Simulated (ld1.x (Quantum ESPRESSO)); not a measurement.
## Before and after: ultrasoft potential for vanadium

| Item | Value |
| --- | --- |
| Element | vanadium |
| Generator | ld1.x (Quantum ESPRESSO) 7.5 |
| Type | ultrasoft |
| Functional | revPBE |
| Relativity | scalar-relativistic |
| Frozen core | [Ar] |
| Valence charge | 5 |
| Reference configuration | 3d3 4s1.5 4p0 (charge +0.5) |
| Partial waves | 4s (bound): rcut 1.90, rcutus 2.55 bohr; 4s channel at 2.9 Ry: rcut 1.90, rcutus 2.55 bohr; 4p (bound, empty): rcut 2.90, rcutus 3.10 bohr; 4p channel at 0.7 Ry: rcut 2.90, rcutus 3.10 bohr; 3d (bound): rcut 1.45, rcutus 1.60 bohr; 3d channel at -0.05 Ry: rcut 1.45, rcutus 1.60 bohr |
| Local potential | all-electron potential smoothed inside 1.70 bohr (lloc = -1) |
| Core correction | none |
| Augmentation charge | built from norm-conserving waves at rcut, not smoothed further |

All-electron outer shells of the reference configuration (revPBE, scalar-relativistic, ld1.x):

```
shell  level (eV)  outermost node (bohr)  outermost maximum (bohr)
   3p      -47.66                   0.35                      0.84
   3d       -8.67                      –                      0.90
   4s       -7.63                   1.17                      2.69
   4p       -3.98                   1.29                      3.37
```

Change: wave 4s channel at 2.9 Ry: rcut 1.90, rcutus 2.55 bohr becomes 4s channel at 0.44 Ry: rcut 1.90, rcutus 2.55 bohr.

Cutoffs: the cutoffs (Ry, on a coarse ladder) from which the occupation-weighted sum of valence levels, in a spherical-Bessel basis at the reference potential, stays within 10 and 1 mRy of its value at 400 Ry; they do not see the model core or the augmentation charge, which bear on the density cutoff. Errors are all-electron minus pseudo energies relative to the spin-unpolarised reference configuration.

Question: How do hardness, ghosts and transferability respond?

Answer: The potential gets neither clearly harder nor softer (40 Ry and 60 Ry → 40 Ry and 60 Ry); a bound ghost appears in s, which as a rule spoils a file; the number of tests that count goes from 7 to 6; of the 6 tests that both files solve, the error grows in 1 and shrinks in 0 by more than 15 % and 0.3 meV (median size 89.3 → 89.6 meV).

| quantity | base | changed |
| --- | --- | --- |
| cutoff, loose | 40 Ry | 40 Ry |
| cutoff, tight | 60 Ry | 60 Ry |
| bound ghosts | none | s |
| tests counted (converged, no solver errors) | 7 of 7 | 6 of 7 |
| error for 3d3 4s2 4p0, meV [ΔE -3.06 eV] | +0.8 | +1.5 |
| error for 3d3 4s0 4p0, meV [ΔE 18.75 eV] | +171 | +171 |
| error for 3d2 4s0 4p0, meV [ΔE 47.55 eV] | +184 | +184 |
| error for 3d3 4s1 4p1, meV [ΔE 0.26 eV] | +1.4 | +1.5 |
| error for 3d3 4s0 4p1, meV [ΔE 8.66 eV] | +35 | +35 |
| error for 3d1 4s0 4p0, meV [ΔE 93.34 eV] | -143 | -144 |
| s: phases at 3.35 bohr within 0.05 rad from the reference energy up to (Ry; the scan ends near 5) | to the end of the scan | to the end of the scan |
| p: phases at 3.35 bohr within 0.05 rad from the reference energy up to (Ry; the scan ends near 5) | 2.8 | 2.8 |
| d: phases at 3.35 bohr within 0.05 rad from the reference energy up to (Ry; the scan ends near 5) | 4.1 | 4.1 |
| lowest overlap eigenvalue by channel | s 0.75, p 0.45, d 0.92 | s 0.36, p 0.45, d 0.92 |

Changed file: Tests not counted: 3d3 4s1 4p0 (pseudo-atom not self-consistent, printed error +6.0 eV). A true bound ghost makes a file unfit for plane-wave use even where its test errors are small: the radial tests pick states by their node count and pass the ghost by. Where a test does run into it, the solver fails or the error is huge.
